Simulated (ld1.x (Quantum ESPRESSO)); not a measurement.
# Fe (Z = 26): excitation energies, all-electron against PAW

```
Element                 : iron (Fe)
Generator               : ld1.x (Quantum ESPRESSO) 7.5
Type                    : PAW
Functional              : LDA (PZ)
Relativity              : scalar-relativistic
Frozen core             : [Ne]
Valence charge          : 16
Reference configuration : 3s2 3p6 3d6 4s1.5 4p0 (charge +0.5)
Partial waves           : 3s (bound): rcut 1.25, rcutus 1.65 bohr; 4s (bound): rcut 1.25, rcutus 1.65 bohr; 3p (bound): rcut 1.20, rcutus 1.30 bohr; 4p (bound, empty): rcut 1.20, rcutus 1.30 bohr; 3d (bound): rcut 1.05, rcutus 1.15 bohr; 3d channel at -0.3 Ry: rcut 1.05, rcutus 1.15 bohr
Local potential         : all-electron potential smoothed inside 1.35 bohr (lloc = -1)
Core correction         : a·sin(br)/r model core, default radius (core density twice the valence density)
Augmentation charge     : GAUSS, radius 0.95 bohr
```

Energies are relative to the spin-unpolarised reference configuration 3s2 3p6 3d6 4s1.5 4p0; without spin polarisation the order of configurations can differ from experiment. Spin-polarised rows fill each open shell by Hund’s rule, majority spin first.

Its overlap operator is not positive definite in a basis up to 400 Ry (lowest eigenvalue s -0.04), so the file is unfit for use: the generalised eigenproblem breaks down once the basis is large enough, and its test numbers describe a broken file.

```csv
valence configuration,charge,ΔE all-electron (eV),error AE − PS (meV)
3s2 3p6 3d6 4s2 4p0,0,-3.596,+0.4
3s2 3p6 3d6 4s1 4p0,+1,5.385,-0.3
3s2 3p6 3d6 4s0 4p0,+2,21.877,-0.9
3s2 3p6 3d7 4s0 4p0,+1,3.263,+1.3
3s2 3p6 3d5 4s2 4p1,0,5.266,+4.2
3s2 3p6 3d6 4s0 4p2,0,5.017,-0.1
3s2 3p6 3d7 4s1 4p0,0,-4.425,+0.1
3s2 3p6 3d6 4s1.5 4p0 (spin-polarised),+0.5,-3.670,-4.0
3s2 3p6 3d6 4s2 4p0 (spin-polarised),0,-6.985,-3.8
```

The ghost test of this file was not conclusive.
